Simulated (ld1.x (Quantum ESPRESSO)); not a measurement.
# Configuration tests for Tm (Z = 69) (TM)

ld1.x (Quantum ESPRESSO) 7.5 input, shortened:

```
&input
   title='Tm', zed=69., rel=2, dft='PBESOL', iswitch=3,
   config='[Xe] 4f13 5d0.5 6s1.5 6p0', rel_dist='average'
 /
 &inputp
   pseudotype=2, tm=.true., lloc=0,
   nlcc=.true., new_core_ps=.true.
 /
4
5P  2  1   6.00   0.00  2.35  2.35  0.0
5D  3  2   0.50   0.00  2.50  2.50  0.0
4F  4  3  13.00   0.00  0.90  0.90  0.0
6S  1  0   1.50   0.00  2.45  2.45  0.0
 &test
   configts(1)='4f13 5p6 5d0.5 6s1.5 6p0'
 /
```

Open shells are filled in proportion to 2j + 1 (rel_dist='average').

Energies are relative to the spin-unpolarised reference configuration 4f13 5p6 5d0.5 6s1.5 6p0; without spin polarisation the order of configurations can differ from experiment.

```
valence configuration  charge  ΔE all-electron (eV)  error AE − PS (meV)
 4f13 5p6 5d0 6s2 6p0       0                -1.548                 -1.0
 4f13 5p6 5d0 6s1 6p0      +1                 4.927                 +2.6
 4f13 5p6 5d0 6s0 6p0      +2                16.912                  -17
 4f12 5p6 5d1 6s1 6p0      +1                10.502                -1129
 4f14 5p6 5d0 6s0 6p0      +1                 6.817                 -824
 4f12 5p6 5d1 6s2 6p0       0                 3.326                -1167
```

(1) What are ΔE and the potential's error for 4f13 5p5 5d0 6s2 6p0?

Results:

(1) ΔE = 31.210 eV all-electron; the error (AE − PS) is -55 meV.

These tests converged, but a pseudo level misses the all-electron one widely, so the file describes the atom poorly there or has found another state: 4f12 5p6 5d1 6s1 6p0: 4f by 2.4 eV (a node warning on the way); 4f12 5p6 5d1 6s2 6p0: 4f by 2.3 eV.
